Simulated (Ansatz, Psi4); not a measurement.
The Psi4 input:
```
memory 2 GB

molecule {
0 2
  Ga    0.00000000    0.00000000    0.00000000
}

set basis aug-cc-pvdz
set reference uks
set scf_type pk
set puream true
set d_convergence 1e-8
set dft_radial_points 99
set dft_spherical_points 590

energy('pbe0')
print_variables()
```

### Question
Convert this to an input for Ansatz (an electronic-structure program).

### Answer
One answer among several that fit: 
Ansatz 0.2 input:
```yaml
crystal:
  periodic: [false, false, false]
  atoms:
    - {symbol: Ga, position_ang: [0.00000000, 0.00000000, 0.00000000]}
basis:
  gaussian:
    orbitals: aug-cc-pVDZ
hamiltonian:
  xc: pbe0
magnetization: {spin_polarized: true, initial_magnetization: 1}
accuracy: high
```

Both were run: Psi4 gave -1924.522827 Eh and Ansatz -1924.522828 Eh, 0.000 mEh apart.
